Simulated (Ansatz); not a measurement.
```yaml
crystal:
  periodic: [false, false, false]
  atoms:
    - {symbol: C, position_ang: [-0.856978, -1.335402, 1.315373]}
    - {symbol: O, position_ang: [-0.563066, 0.048409, 1.332096]}
    - {symbol: Si, position_ang: [-0.415549, 0.993752, 0.020620]}
    - {symbol: Cl, position_ang: [-2.108043, 0.820859, -1.136013]}
    - {symbol: Xx, position_ang: [-0.293106, 2.902924, 0.725593]}
    - {symbol: Ge, position_ang: [1.472331, 0.489995, -1.328199]}
    - {symbol: H, position_ang: [-0.090381, -1.899530, 0.774168]}
    - {symbol: H, position_ang: [-1.829558, -1.522996, 0.852264]}
    - {symbol: H, position_ang: [-0.881903, -1.680329, 2.348925]}
    - {symbol: H, position_ang: [1.478403, 1.400474, -2.562626]}
    - {symbol: H, position_ang: [1.402617, -0.976348, -1.785622]}
    - {symbol: H, position_ang: [2.762034, 0.702992, -0.522479]}
basis:
  gaussian: {orbitals: def2-TZVPP}
total_charge: -1
magnetization: {spin_polarized: true, initial_magnetization: 1}
hamiltonian: {xc: {name: revPBE0}, dispersion: d4}
```

```sh
$ ansatz run in.yaml --threads 4 --pin off --events-out ev --progress --plain --max-ram 11315MiB
```

Shortened log:

```
Error: YAML parse error: error: line 8 column 16: `Xx` is not an element symbol (H … Og, case-exact)
 6 |     - {symbol: Si, position_ang: [-0.415549, 0.993752, 0.020620]}
 7 |     - {symbol: Cl, position_ang: [-2.108043, 0.820859, -1.136013]}
 8 |     - {symbol: Xx, position_ang: [-0.293106, 2.902924, 0.725593]}
 9 |     - {symbol: Ge, position_ang: [1.472331, 0.489995, -1.328199]}
10 |     - {symbol: H, position_ang: [-0.090381, -1.899530, 0.774168]}
```

Question: Something in this input is off. What?

Answer: An element symbol is wrong. The input was rejected before any iteration.
